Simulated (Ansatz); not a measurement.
The same path of BBrGeH$_{4}$ (7 atoms, charge 0, multiplicity 1) was run twice with different band settings. Made: B1–H6.

The calculation used RKS B3LYP/def2-SVP in Ansatz.

Relaxed end points:

```xyz
7
Properties=species:S:1:pos:R:3
B -1.071 -0.120 -0.732
Ge 0.618 -0.114 0.460
Br 1.666 1.990 0.460
H -1.697 -1.145 -0.842
H -1.439 0.867 -1.310
H 0.296 -0.427 1.938
H 1.687 -1.119 -0.021
```

```xyz
7
Properties=species:S:1:pos:R:3
B -1.002 -0.185 -0.473
Ge 0.565 0.057 0.755
Br 1.928 1.948 0.770
H -1.544 -1.239 -0.254
H -1.571 0.810 -0.832
H 0.106 -0.384 -1.109
H 1.579 -1.075 1.098
```

Common settings: movable images 7; climbing image yes; spring 5.0 eV/Å²; optimiser quadratic models (default); start path through a guess of the saddle point; iteration limit 60; end points relaxed.

| run | force threshold |
| --- | --- |
| 1 | 0.05 eV/Å |
| 2 | 0.5 eV/Å |

Q: What does each run give, and how far can it be trusted?

A: Run 1: not converged after 60 iterations, highest image 1.002 eV above the first end. The band didn't meet its force threshold, so its energies are provisional: the largest band force was still 1.67 eV/Å, and over the last iterations the top moved between 0.79 and 1.23 eV. Neighbouring images lie up to 2.7 Å apart, so the band is torn or far too coarse. Inner images lie below an end point, which means an intermediate or an end that isn't the lowest structure nearby.
Run 2: converged after 10 iterations, highest image 2.290 eV above the first end. The threshold of 0.5 eV/Å is loose, so the images may lie well off the minimum-energy path. The profile has 2 maxima (images 1, 4) with wells between them (image 2): this band takes more than one step, which may be the mechanism or a detour left from its start path. Neighbouring images differ by up to 2.1 eV, so the band resolves the path poorly. The order of the stationary point at the top wasn't checked.
